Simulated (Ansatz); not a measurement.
A single point on `[CH3][In]([OH])[F]`.

```yaml
crystal:
  periodic: [false, false, false]
  atoms:
    - {symbol: C, position_ang: [-1.246063, 0.547477, -0.059126]}
    - {symbol: In, position_ang: [0.595543, -0.487850, -0.293784]}
    - {symbol: O, position_ang: [2.297950, -0.578068, 0.700242]}
    - {symbol: F, position_ang: [0.805424, -1.681396, -1.824650]}
    - {symbol: H, position_ang: [-1.070250, 1.621886, -0.104393]}
    - {symbol: H, position_ang: [-1.915022, 0.247268, -0.863492]}
    - {symbol: H, position_ang: [-1.688071, 0.297971, 0.904984]}
    - {symbol: H, position_ang: [2.312589, -0.024388, 1.484420]}
basis:
  gaussian: {orbitals: def2-QZVPP}
correlation: {method: mp2}
```

```sh
$ ansatz run in.yaml --threads 2 --pin off --events-out ev --progress --plain
```

Output, abridged:

```
Functional definition: HF
2296 factors; integrals over basis functions are off by at most 9.4e-4 eV
mean field evaluation 1: about -10983.8507 eV, gradient 5.6e1 eV
mean field evaluation 2: about -10983.9512 eV, gradient 5.6e1 eV
mean field evaluation 4: about -10989.5247 eV, gradient 3.6e0 eV
mean field evaluation 8: about -10989.5806 eV, gradient 3.3e-1 eV
mean field -10989.58124485 eV, -403.8596617425 hartree, gradient 4.1e-6 eV, S^2 0.000000; 0 other end points of the search recorded, 0 dependent functions left out
7 core orbitals not correlated: weight in the atoms' cores, before any rotation towards them, 1.000 or more for the frozen orbitals, at most 0.000 for the correlated occupied ones
reference -10989.58124485 eV, -403.8596617425 hartree; 17, 17 occupied and 349, 349 virtual orbitals, 2296 factors
second order -32.96639300 eV of doubles, -0.00000000 eV of singles
Total energy: -11022.54763785 eV, -405.0711543399 hartree
```

Hardware: 2 threads of a server CPU on a shared host. Wall time 18 s, peak host memory 1.5 GiB.
